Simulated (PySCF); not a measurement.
CCl, SMILES [C]Cl (connectivity only; charge and spin as stated), neutral, multiplicity 2. The structure is a stationary point at PBE-D3(BJ)/def2-TZVPD.

All values below come from PBE-D3(BJ)/def2-TZVPD run with PySCF.

Harmonic wavenumbers (cm⁻¹): 853. Rotational constants (GHz): 20.48 (linear); symmetry number 1.

Question: Work out the zero-point energy and the ideal-gas rigid-rotor harmonic-oscillator thermochemistry at 298.15 K and 1 atm.

Answer: ZPE = ½ Σ hcν = ½ × 853 cm⁻¹ = 1.22 kcal/mol. H − E(el) = 3.33 kcal/mol. Entropy in cal/(mol K): translation 37.50, rotation 13.34, vibration 0.17, spin 1.38, total 52.39. G − E(el) = -12.28 kcal/mol. Cp = 7.52 cal/(mol K).
